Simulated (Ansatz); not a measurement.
Geometry optimisation, RHF/def2-SVP in Ansatz.

Input file:

```yaml
crystal:
  periodic: [false, false, false]
  atoms:
    - { symbol: Si, position_ang: [0.0, 0.0, 0.0] }
    - { symbol: H, position_ang: [0.8436, 0.0, 1.4296] }
    - { symbol: O, position_ang: [1.8237, 0.0, 0.457] }
    - { symbol: C, position_ang: [2.5898, -1.1632, 0.1804] }
    - { symbol: H, position_ang: [1.9581, -1.9052, -0.3511] }
    - { symbol: H, position_ang: [3.4574, -0.8926, -0.4569] }
    - { symbol: H, position_ang: [2.9536, -1.6023, 1.1328] }
    - { symbol: Cl, position_ang: [-1.0032, 1.7381, -0.7093] }
    - { symbol: H, position_ang: [-0.6877, -1.1914, -0.4862] }
basis:
  gaussian: { orbitals: def2-SVP }
hamiltonian:
  xc: hf
relax:
  f_tol: 0.15
  max_steps: 25
  restrain:
    - { distance: [1, 2], at: 2.21, k: 30.0 }
    - { distance: [0, 1], at: 1.46, k: 30.0 }
    - { distance: [0, 2], at: 1.68, k: 30.0 }
output:
  orbitals: {}
```

Command:

```bash
$ ansatz run input.yaml --threads 1 --pin off --max-ram 2048MiB --backend cpu --events-out ev --progress --plain --runs-dir out
```

Task: Where does it end, and by what steps?

Result: The run converged. The restraints hold the end off the free minimum. After 6 steps the energy has fallen by 4.804 eV (the restraints' own energy left out); H2 moved furthest, 0.61 Å.

```
step  energy less start (eV)  largest force component (eV/Å)  accepted
   0                  0.0000                           5.042       yes
   1                 -1.8501                           3.949       yes
   2                 -3.2179                           2.722       yes
   3                 -4.5976                           1.466       yes
   4                 -4.7699                           1.222       yes
   5                 -4.7915                           1.194       yes
   6                 -4.8040                           1.183       yes
```

```xyz
9
Properties=species:S:1:pos:R:3
Si 0.125 -0.013 0.214
H 0.279 0.039 1.648
O 1.738 -0.063 -0.086
C 2.588 -1.153 0.050
H 2.193 -2.041 -0.451
H 3.551 -0.915 -0.395
H 2.750 -1.400 1.103
Cl -0.685 1.702 -0.562
H -0.603 -1.173 -0.325
```

Run time: 14 s on 1 thread of Arm Neoverse V2, on a shared host, peak memory 0.16 GiB.
